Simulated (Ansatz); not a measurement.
One change: `C[SiH2]/C(Cl)=C\F` becomes `F/C=C(\F)Cl`.

Ansatz, PBE0-D4/def2-TZVP geometries, multiplicity 1. Each molecule was computed in one conformer, which needn't be the lowest.

| property | `C[SiH2]/C(Cl)=C\F` |
| --- | --- |
| HOMO–LUMO gap (PBE0/def2-TZVPP) / eV | 6.77 |
| HOMO–LUMO gap (PBE/def2-TZVPP) / eV | 4.61 |
| size of the dipole moment (ωB97M-V/def2-TZVPP) / D | 0.68 |
| HOMO energy (PBE/def2-TZVPP) / eV | -6.12 |
| LUMO energy (ωB97M-V/def2-TZVPP) / eV | 1.47 |
| HOMO energy (ωB97M-V/def2-TZVPP) / eV | -9.55 |

(1) What does the change do to each property? (An estimate is asked.)

Results:

(1) Ansatz gave: 
```tsv
property	`F/C=C(\F)Cl`	shift
HOMO–LUMO gap (PBE0/def2-TZVPP) / eV	7.48	0.71
HOMO–LUMO gap (PBE/def2-TZVPP) / eV	5.18	0.57
size of the dipole moment (ωB97M-V/def2-TZVPP) / D	1.51	0.83
HOMO energy (PBE/def2-TZVPP) / eV	-6.14	-0.02
LUMO energy (ωB97M-V/def2-TZVPP) / eV	2.23	0.76
HOMO energy (ωB97M-V/def2-TZVPP) / eV	-9.68	-0.13
```

With PBE0 the HOMO falls by 0.10 eV and the LUMO rises by 0.61 eV, so the gap widens by about 0.71 eV. PBE moves the HOMO by -0.02 eV and ωB97M-V by -0.13 eV. Dipoles are sizes alone; their direction can turn.
